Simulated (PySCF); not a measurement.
Level of theory: PySCF 2.14.0, delta-SCF UKS SCAN, pcX-2 on the ionised atom, pcseg-1 elsewhere, spin-free X2C. Geometries: PBE0-D3(BJ)/def2-SVP; isolated species, one conformer each. Values against the vacuum level.

Question: Rank by computed C 1s binding energy, lowest first.
A. C2 in `[O:1]=[C:2]1[CH:3]=[C:4]([O-:5])[CH2:6][CH2:7][CH2:8]1`
B. C1 in `[CH3:1][O:2][C:3]1=[CH:4][SiH2:5][CH:6]=[CH:7]1`
C. C4 in `[CH3:1][C@@H:2]1[C@H:3]([CH3:4])[CH2:5][CH2:6][C@@H:7]1[F:8]`
D. C1 in `[CH3:1][CH2:2][CH2:3]/[C:4]([CH3:5])=[CH:6]/[CH2:7][F:8]`

Answer: A (287.08 eV), C (290.25 eV), D (290.62 eV), B (292.53 eV).

From the lowest up, the atoms are bonded to: O and 2 C in a species of charge -1 (287.08); C and 3 H (290.25); C and 3 H (290.62); O and 3 H (292.53).

Question: Order these sites by rising O 1s binding energy.
A. Oxygen in `O=C1C=C([O-])CCC1`
B. Oxygen in `[Br][GeH2][O]C`
C. Oxygen in `COC1=C[SiH2]C=C1`

Answer: A (531.14 eV), B (537.96 eV), C (539.07 eV).

From the lowest up, the atoms are bonded to: C in a species of charge -1 (531.14); C and Ge (537.96); 2 C (539.07).

1 of these hole states is spin-contaminated (⟨S²⟩ 0.90, against 0.75; counted from 0.85) and less certain. The basis sets have no added diffuse functions, a weakness for anions.
